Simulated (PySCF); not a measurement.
# Calcium: highly charged ions in a basis for the neutral atom

Ca⁷⁺ [Ne] 3s2 3p1, Ca⁸⁺ [Ne] 3s2. All numbers are calculated (PySCF 2.14, scalar relativity by spin-free X2C-1e, in x2c-SVPall (5s3p2d, 24 functions)). No spin-orbit coupling, so a gap to NIST mixes the basis error with missing relativistic terms.

Changed run: basis of the neutral atom used for a highly charged ion. This setting is unsound on purpose.

```tsv
species	method	sound run (hartree)	changed run (hartree)	converged
Ca⁷⁺	UHF	not run	-662.74347	yes
Ca⁷⁺	PBE	not run	-663.06611	yes
Ca⁷⁺	TPSS	not run	-663.30290	yes
Ca⁸⁺	UHF	not run	-657.42872	yes
Ca⁸⁺	PBE	not run	-657.71433	yes
Ca⁸⁺	TPSS	not run	-657.94622	yes
```

Ionisation energy of Ca⁷⁺:

```tsv
method	changed run (eV)	NIST (eV)
UHF	144.62	147.24 ± 0.12
PBE	145.63	147.24 ± 0.12
TPSS	145.76	147.24 ± 0.12
```

The contracted functions were made for the neutral atom and can be too rigid for a highly charged ion.
